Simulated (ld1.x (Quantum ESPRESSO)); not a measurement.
# PBE TM dataset for Be, scalar-relativistic all-electron reference.

```
Element                 : Be
Generator               : ld1.x (Quantum ESPRESSO) 7.5
Type                    : norm-conserving Troullier–Martins (Kleinman–Bylander form)
Functional              : PBE
Relativity              : scalar-relativistic
Frozen core             : [He]
Valence charge          : 2
Reference configuration : 2s2 2p0
Partial waves           : 2s (bound): rc 1.45 bohr; 2p (bound, empty): rc 4.20 bohr
Local potential         : all-electron potential smoothed inside 3.00 bohr (lloc = -1)
Core correction         : a·sin(br)/r model core inside 1.30 bohr
```

All-electron outer shells of the reference configuration (PBE, scalar-relativistic, ld1.x):

```
shell  level (eV)  outermost node (bohr)  outermost maximum (bohr)
   1s     -106.21                      –                      0.27
   2s       -5.61                   0.59                      2.04
   2p       -2.02                      –                      2.28
```

**Question.** Estimate the cutoffs (Ry, on a coarse ladder) from which the occupation-weighted sum of valence levels, in a spherical-Bessel basis at the reference potential, stays within 10 and 1 mRy of its value at 400 Ry.

**Answer.** 10 Ry and 35 Ry.

**Question.** What does a ghost test show?

**Answer.** No extra level below or beside the all-electron valence levels (s, p, d, f tested).

**Question.** Tests: 2s1 2p0; 2s1.5 2p0; 2s1 2p1; 2s0 2p2; 2s0 2p1. Which has the largest error in its energy relative to the reference configuration, and how large is it?

**Answer.** 2s0 2p1, with -203 meV (all-electron minus pseudo) on +13.46 eV.
